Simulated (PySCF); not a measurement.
C5H5N, charge -1, doublet, geometry from GFN2-xTB (a state made from the parent by changing its charge; the spin is typed, not shown lowest); DF-M062X/6-311++G** (PySCF).

Input for PySCF:
```python
from pyscf import gto, scf, dft
import numpy

mol = gto.M(
    atom='''
C    -0.469262    1.338670    0.044168
C    -1.340633    0.231485   -0.156907
C    -0.839808   -1.031425   -0.190982
N     0.483385   -1.378957   -0.045497
C     1.303472   -0.291274    0.147341
C     0.906334    1.007443    0.197784
H    -0.827529    2.360703    0.077889
H    -2.410489    0.400801   -0.283336
H    -1.503993   -1.885674   -0.345060
H     2.358447   -0.551836    0.264637
H     1.639251    1.799320    0.355927
''',
    basis='6-311++g**',
    charge=-1,
    spin=1,
    verbose=4,
)
print('smallest overlap eigenvalue', numpy.linalg.eigvalsh(mol.intor('int1e_ovlp'))[0])

mf = dft.UKS(mol)
mf.xc = 'm062x'
mf = mf.density_fit(auxbasis='def2-universal-jkfit')
mf = scf.addons.remove_linear_dep_(mf, threshold=1e-4, lindep=1e-4)
mf.kernel()
mf.analyze()
```

The log (banner, timings and long lists left out):

```
PySCF version 2.14.0

[INPUT] verbose = 4
[INPUT] num. atoms = 11
[INPUT] num. electrons = 43
[INPUT] charge = -1
[INPUT] spin (= nelec alpha-beta = 2S) = 1
[INPUT] symmetry False subgroup None
[INPUT] Mole.unit = angstrom
[INPUT] Symbol           X                Y                Z      unit          X                Y                Z       unit  Magmom
[...]
nuclear repulsion = 204.608267747764
number of shells = 85
number of NR pGTOs = 255
number of NR cGTOs = 167
basis = 6-311++g**
ecp = {}
input.py:28: DeprecationWarning: remove_linear_dep_ is deprecated and will be removed in a future release. Linear dependency handling is now built into the SCF procedure by default. Linear dependency removal can be controlled using the following settings:
  pyscf.scf.hf.remove_overlap_zero_eigenvalue = True
  pyscf.scf.hf.overlap_zero_eigenvalue_threshold = 1e-6

  mf = scf.addons.remove_linear_dep_(mf, threshold=1e-4, lindep=1e-4)
smallest overlap eigenvalue 8.871386359453093e-06
Applying remove_linear_dep_ on SCF object.
Using canonical orthogonalization with threshold 0.0001

******** <class 'pyscf.df.df_jk.DFUKS'> ********
method = DFUKS
initial guess = minao
damping factor = 0
level_shift factor = 0
DIIS = <class 'pyscf.scf.diis.CDIIS'>
diis_start_cycle = 1
diis_space = 8
diis_damp = 0
SCF conv_tol = 1e-09
SCF conv_tol_grad = None
SCF max_cycles = 50
direct_scf = False
number electrons alpha = 22  beta = 21
XC library pyscf.dft.libxc version 7.1.2
    S. Lehtola, C. Steigemann, M. J. T. Oliveira, and M. A. L. Marques,  SoftwareX 7, 1–5 (2018)
XC functionals = m062x
    Y. Zhao and D. G. Truhlar,  Theor. Chem. Acc. 120, 215 (2008)
    Y. Zhao and D. G. Truhlar,  Theor. Chem. Acc. 120, 215 (2008)
radial grids:
    Treutler-Ahlrichs [JCP 102, 346 (1995); DOI:10.1063/1.469408] (M4) radial grids

becke partition: Becke, JCP 88, 2547 (1988); DOI:10.1063/1.454033
pruning grids: <function nwchem_prune>
grids dens level: 3
symmetrized grids: False
atomic radii adjust function: <function treutler_atomic_radii_adjust>
small_rho_cutoff = 0
Set gradient conv threshold to 3.16228e-05
tot grids = 133536
******** <class 'pyscf.df.df.DF'> ********
auxbasis = def2-universal-jkfit
init E= -249.372168351438

cycle= 1 E= -248.137236598667  delta_E= 1.23  |g|= 0.327  |ddm|= 4.62
cycle= 2 E= -248.02438624902  delta_E= 0.113  |g|= 0.556  |ddm|= 62.6
cycle= 3 E= -248.20004091184  delta_E= -0.176  |g|= 0.113  |ddm|= 62.6
cycle= 4 E= -248.205627080809  delta_E= -0.00559  |g|= 0.059  |ddm|= 0.194
cycle= 5 E= -248.207536427974  delta_E= -0.00191  |g|= 0.0197  |ddm|= 0.0781
cycle= 6 E= -248.207816436266  delta_E= -0.00028  |g|= 0.00648  |ddm|= 0.0426
cycle= 7 E= -248.207853539185  delta_E= -3.71e-05  |g|= 0.00219  |ddm|= 0.0125
cycle= 8 E= -248.207861154019  delta_E= -7.61e-06  |g|= 0.000727  |ddm|= 0.00772
cycle= 9 E= -248.207862256042  delta_E= -1.1e-06  |g|= 0.00025  |ddm|= 0.00497
cycle= 10 E= -248.207862371762  delta_E= -1.16e-07  |g|= 0.000227  |ddm|= 0.0022
cycle= 11 E= -248.207862416391  delta_E= -4.46e-08  |g|= 5.45e-05  |ddm|= 0.000896
cycle= 12 E= -248.207862419844  delta_E= -3.45e-09  |g|= 5.44e-05  |ddm|= 0.000343
cycle= 13 E= -248.207862419405  delta_E= 4.39e-10  |g|= 6.23e-05  |ddm|= 6.07e-05
cycle= 14 E= -248.207862419595  delta_E= -1.9e-10  |g|= 6.14e-05  |ddm|= 4.04e-05
cycle= 15 E= -248.207862419521  delta_E= 7.33e-11  |g|= 5.47e-05  |ddm|= 0.000241
cycle= 16 E= -248.207862418914  delta_E= 6.07e-10  |g|= 5.67e-05  |ddm|= 4.65e-05
cycle= 17 E= -248.20786241969  delta_E= -7.76e-10  |g|= 4.78e-05  |ddm|= 7.77e-05
cycle= 18 E= -248.207862420319  delta_E= -6.29e-10  |g|= 3.87e-05  |ddm|= 0.000172
cycle= 19 E= -248.207862419515  delta_E= 8.04e-10  |g|= 4.72e-05  |ddm|= 0.000141
cycle= 20 E= -248.20786241782  delta_E= 1.7e-09  |g|= 6.95e-05  |ddm|= 0.000684
cycle= 21 E= -248.207862417387  delta_E= 4.33e-10  |g|= 6.83e-05  |ddm|= 0.000414
cycle= 22 E= -248.207862417974  delta_E= -5.87e-10  |g|= 6.65e-05  |ddm|= 0.000541
cycle= 23 E= -248.207862419479  delta_E= -1.51e-09  |g|= 5.17e-05  |ddm|= 0.000913
cycle= 24 E= -248.207862419595  delta_E= -1.16e-10  |g|= 5.8e-05  |ddm|= 0.000608
cycle= 25 E= -248.207862419969  delta_E= -3.74e-10  |g|= 5.37e-05  |ddm|= 0.000685
cycle= 26 E= -248.207862419892  delta_E= 7.67e-11  |g|= 5.18e-05  |ddm|= 0.00103
cycle= 27 E= -248.207862419239  delta_E= 6.53e-10  |g|= 4.58e-05  |ddm|= 0.000331
cycle= 28 E= -248.207862418496  delta_E= 7.42e-10  |g|= 4.48e-05  |ddm|= 0.0026
cycle= 29 E= -248.207862408566  delta_E= 9.93e-09  |g|= 4.18e-05  |ddm|= 0.012
cycle= 30 E= -248.207862417632  delta_E= -9.07e-09  |g|= 4.56e-05  |ddm|= 0.0141
cycle= 31 E= -248.20786240819  delta_E= 9.44e-09  |g|= 4.48e-05  |ddm|= 0.0136
cycle= 32 E= -248.207862416959  delta_E= -8.77e-09  |g|= 4.3e-05  |ddm|= 0.011
cycle= 33 E= -248.207862414862  delta_E= 2.1e-09  |g|= 4.42e-05  |ddm|= 0.00562
cycle= 34 E= -248.207862400959  delta_E= 1.39e-08  |g|= 4.73e-05  |ddm|= 0.00945
cycle= 35 E= -248.207862405511  delta_E= -4.55e-09  |g|= 3.85e-05  |ddm|= 0.00238
cycle= 36 E= -248.207862389386  delta_E= 1.61e-08  |g|= 4.82e-05  |ddm|= 0.00886
cycle= 37 E= -248.207862368037  delta_E= 2.13e-08  |g|= 4.42e-05  |ddm|= 0.00731
cycle= 38 E= -248.20786236167  delta_E= 6.37e-09  |g|= 6.13e-05  |ddm|= 0.00158
cycle= 39 E= -248.207862339992  delta_E= 2.17e-08  |g|= 5.71e-05  |ddm|= 0.00553
cycle= 40 E= -248.207862414626  delta_E= -7.46e-08  |g|= 6.74e-05  |ddm|= 0.0327
cycle= 41 E= -248.207862412896  delta_E= 1.73e-09  |g|= 5.21e-05  |ddm|= 0.0131
cycle= 42 E= -248.207862415318  delta_E= -2.42e-09  |g|= 5.58e-05  |ddm|= 0.00444
cycle= 43 E= -248.207862415044  delta_E= 2.74e-10  |g|= 6.11e-05  |ddm|= 0.00894
cycle= 44 E= -248.20786241847  delta_E= -3.43e-09  |g|= 4.22e-05  |ddm|= 0.00354
cycle= 45 E= -248.207862411322  delta_E= 7.15e-09  |g|= 4.18e-05  |ddm|= 0.00908
cycle= 46 E= -248.20786241992  delta_E= -8.6e-09  |g|= 3.77e-05  |ddm|= 0.0129
cycle= 47 E= -248.207862419735  delta_E= 1.85e-10  |g|= 3.65e-05  |ddm|= 0.00165
[...]
SCF not converged.
Total Energy =                        -248.207862393260001
[...]
spin_pop of  1 C 5pz      -0.00006
spin_pop of  1 C 3dxy     -0.00001
spin_pop of  1 C 3dyz      0.00136
spin_pop of  1 C 3dz^2     0.00006
spin_pop of  1 C 3dxz      0.00011
spin_pop of  1 C 3dx2-y2    0.00001
spin_pop of  2 C 1s        0.00000
spin_pop of  2 C 2s       -0.00051
spin_pop of  2 C 3s       -0.00006
spin_pop of  2 C 4s       -0.00001
spin_pop of  2 C 5s       -0.00001
spin_pop of  2 C 2px      -0.00213
spin_pop of  2 C 2py       0.00140
spin_pop of  2 C 2pz       0.06335
spin_pop of  2 C 3px      -0.00005
spin_pop of  2 C 3py      -0.00004
spin_pop of  2 C 3pz       0.00649
spin_pop of  2 C 4px      -0.00006
spin_pop of  2 C 4py      -0.00000
spin_pop of  2 C 4pz       0.00080
spin_pop of  2 C 5px      -0.00021
spin_pop of  2 C 5py      -0.00003
spin_pop of  2 C 5pz       0.00080
spin_pop of  2 C 3dxy     -0.00000
spin_pop of  2 C 3dyz      0.00037
spin_pop of  2 C 3dz^2     0.00005
spin_pop of  2 C 3dxz      0.00154
spin_pop of  2 C 3dx2-y2    0.00002
spin_pop of  3 N 1s       -0.00000
spin_pop of  3 N 2s        0.00908
spin_pop of  3 N 3s       -0.00043
spin_pop of  3 N 4s       -0.00003
spin_pop of  3 N 5s       -0.00000
spin_pop of  3 N 2px       0.01242
spin_pop of  3 N 2py       0.00559
spin_pop of  3 N 2pz       0.33105
spin_pop of  3 N 3px       0.00021
spin_pop of  3 N 3py      -0.00123
spin_pop of  3 N 3pz       0.01509
spin_pop of  3 N 4px      -0.00003
spin_pop of  3 N 4py      -0.00011
spin_pop of  3 N 4pz      -0.00010
spin_pop of  3 N 5px      -0.00001
spin_pop of  3 N 5py      -0.00002
spin_pop of  3 N 5pz       0.00109
spin_pop of  3 N 3dxy      0.00002
spin_pop of  3 N 3dyz     -0.00007
spin_pop of  3 N 3dz^2     0.00005
spin_pop of  3 N 3dxz     -0.00003
spin_pop of  3 N 3dx2-y2    0.00002
spin_pop of  4 C 1s        0.00000
spin_pop of  4 C 2s       -0.00050
spin_pop of  4 C 3s       -0.00006
spin_pop of  4 C 4s       -0.00001
spin_pop of  4 C 5s       -0.00001
spin_pop of  4 C 2px       0.00151
spin_pop of  4 C 2py      -0.00219
spin_pop of  4 C 2pz       0.06337
spin_pop of  4 C 3px       0.00014
spin_pop of  4 C 3py      -0.00023
spin_pop of  4 C 3pz       0.00649
spin_pop of  4 C 4px      -0.00003
spin_pop of  4 C 4py      -0.00003
spin_pop of  4 C 4pz       0.00079
spin_pop of  4 C 5px      -0.00005
spin_pop of  4 C 5py      -0.00019
spin_pop of  4 C 5pz       0.00080
spin_pop of  4 C 3dxy      0.00001
spin_pop of  4 C 3dyz      0.00151
spin_pop of  4 C 3dz^2     0.00010
spin_pop of  4 C 3dxz      0.00035
spin_pop of  4 C 3dx2-y2    0.00001
spin_pop of  5 C 1s       -0.00000
spin_pop of  5 C 2s       -0.00277
spin_pop of  5 C 3s       -0.00000
spin_pop of  5 C 4s        0.00002
spin_pop of  5 C 5s        0.00001
spin_pop of  5 C 2px      -0.00477
spin_pop of  5 C 2py      -0.00086
spin_pop of  5 C 2pz       0.02453
spin_pop of  5 C 3px       0.00005
spin_pop of  5 C 3py       0.00009
spin_pop of  5 C 3pz       0.00454
spin_pop of  5 C 4px      -0.00002
spin_pop of  5 C 4py       0.00000
spin_pop of  5 C 4pz      -0.00005
spin_pop of  5 C 5px      -0.00002
spin_pop of  5 C 5py      -0.00007
spin_pop of  5 C 5pz      -0.00006
spin_pop of  5 C 3dxy     -0.00001
spin_pop of  5 C 3dyz      0.00053
spin_pop of  5 C 3dz^2     0.00002
spin_pop of  5 C 3dxz      0.00098
spin_pop of  5 C 3dx2-y2    0.00000
spin_pop of  6 H 1s       -0.01551
spin_pop of  6 H 2s        0.00003
spin_pop of  6 H 3s        0.00011
spin_pop of  6 H 4s       -0.00002
spin_pop of  6 H 2px       0.00002
spin_pop of  6 H 2py      -0.00002
spin_pop of  6 H 2pz       0.00154
spin_pop of  7 H 1s       -0.00218
spin_pop of  7 H 2s       -0.00001
spin_pop of  7 H 3s        0.00001
spin_pop of  7 H 4s       -0.00001
spin_pop of  7 H 2px       0.00000
spin_pop of  7 H 2py       0.00000
spin_pop of  7 H 2pz       0.00018
spin_pop of  8 H 1s       -0.00385
spin_pop of  8 H 2s       -0.00003
spin_pop of  8 H 3s       -0.00002
spin_pop of  8 H 4s       -0.00000
spin_pop of  8 H 2px       0.00001
spin_pop of  8 H 2py      -0.00000
spin_pop of  8 H 2pz       0.00028
spin_pop of  9 H 1s       -0.00385
spin_pop of  9 H 2s       -0.00003
spin_pop of  9 H 3s       -0.00002
spin_pop of  9 H 4s       -0.00000
spin_pop of  9 H 2px       0.00001
spin_pop of  9 H 2py      -0.00000
spin_pop of  9 H 2pz       0.00028
spin_pop of  10 H 1s       -0.00217
spin_pop of  10 H 2s       -0.00001
spin_pop of  10 H 3s        0.00001
spin_pop of  10 H 4s       -0.00001
spin_pop of  10 H 2px       0.00000
spin_pop of  10 H 2py       0.00000
spin_pop of  10 H 2pz       0.00018
 ** Mulliken Spin Density (per atom)  **
spin density of  0 C =      0.46477
spin density of  1 C =      0.02215
spin density of  2 C =      0.07168
spin density of  3 N =      0.37256
spin density of  4 C =      0.07176
spin density of  5 C =      0.02213
spin density of  6 H =     -0.01384
spin density of  7 H =     -0.00199
spin density of  8 H =     -0.00362
spin density of  9 H =     -0.00362
spin density of  10 H =     -0.00199
 ** Mulliken pop alpha/beta on meta-lowdin orthogonal AOs **
 ** Mulliken pop       alpha | beta **
In total            22.00000 | 21.00000
 ** Mulliken atomic charges   ( Nelec_alpha | Nelec_beta ) **
charge of  0C =     -0.34059  (     3.40268      2.93791 )
charge of  1C =     -0.19984  (     3.11099      3.08884 )
charge of  2C =     -0.07746  (     3.07457      3.00289 )
charge of  3N =     -0.47847  (     3.92551      3.55296 )
charge of  4C =     -0.07746  (     3.07461      3.00285 )
charge of  5C =     -0.19981  (     3.11097      3.08884 )
charge of  6H =      0.07465  (     0.45575      0.46960 )
charge of  7H =      0.07685  (     0.46058      0.46257 )
charge of  8H =      0.07263  (     0.46188      0.46549 )
charge of  9H =      0.07263  (     0.46188      0.46549 )
charge of  10H =      0.07687  (     0.46057      0.46256 )

WARN: System has nonzero charge -1; the dipole moment is origin-dependent.
Location of origin: [0. 0. 0.]

Dipole moment(X, Y, Z, Debye): -0.59330,  1.69406,  0.05543
```

The run did not converge; its last values are not results.
